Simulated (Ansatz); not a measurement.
The same path of ClH + F3H3OSiTi (11 atoms, charge 0, multiplicity 1) was run twice with different band settings. Lost on the way: Cl10–H11. Made: Ti1–Cl10, O2–H11.

All numbers below come from RHF/def2-SVP (Ansatz 0.2.0).

Relaxed end points:

```xyz
11
Properties=species:S:1:pos:R:3
Ti -0.270 0.222 -0.042
O -0.937 -0.017 1.535
Si -1.527 -0.334 3.074
H -1.964 -1.740 3.130
H -0.457 -0.070 4.051
H -2.670 0.568 3.311
F 1.267 -0.609 -0.139
F -0.021 1.909 -0.336
F -1.334 -0.423 -1.244
Cl 1.680 -2.657 2.423
H 1.953 -2.048 1.335
```

```xyz
11
Properties=species:S:1:pos:R:3
Ti 0.108 -0.511 -0.070
O 0.030 -0.685 2.156
Si -1.227 -0.198 3.207
H -2.352 -1.136 3.090
H -0.648 -0.256 4.563
H -1.600 1.171 2.838
F 1.110 0.859 0.221
F -1.593 -0.279 0.260
F 0.014 -0.441 -1.784
Cl 1.151 -2.497 0.106
H 0.724 -1.227 2.511
```

Common settings: movable images 7; climbing image yes; optimiser quadratic models (default); start path through a guess of the saddle point; force threshold 0.05 eV/Å; iteration limit 60; end points relaxed.

| run | spring |
| --- | --- |
| 1 | 5.0 eV/Å² |
| 2 | 0.5 eV/Å² |

Task: What does each run give, and how far can it be trusted?

Result: Run 1: converged after 30 iterations, highest image 1.025 eV above the first end. A vibrational analysis at the climbing image gives one clearly imaginary mode, 1390i cm⁻¹: a first-order saddle point.
Run 2: converged after 26 iterations, highest image 1.025 eV above the first end. Another band between the same ends (7 images) ends at a top of the same energy, where a vibrational analysis finds 1 clearly imaginary mode.
The orbitals stay closed-shell, which can raise the energy where a bond breaks towards radicals; this wasn't checked here.
